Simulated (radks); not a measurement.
Results of a calculation; reference values are marked as such.
Question: Coherent X-ray form factor from a spherical all-electron density. Code: a radial shooting solver on a logarithmic mesh with Libxc functionals. Model: Dirac Kohn-Sham, Slater X-alpha with alpha = 0.76, spin-unpolarised, spherical densities, point nucleus.

sin(theta)/lambda (1/angstrom),f0 (electrons)
0.05,25.634
0.1,24.619
0.15,23.152
0.2,21.448
0.25,19.671
0.3,17.929
0.4,14.789
0.5,12.261
0.6,10.354
0.8,7.996
1,6.760
1.25,5.777
1.5,4.932
2,3.425

The species is in the configuration that NIST lists as its ground one. Which atom or ion scatters so?

Answer: The cobalt ion Co+, [Ar] 3d8. Extrapolating in s^2 from the first two rows gives f0(0) = 26.0, near the electron count 26; among species with that count, the fall with angle is slower the higher Z, and the table is that of Z = 27; from so few rows the species is fixed only to a neighbour or two.
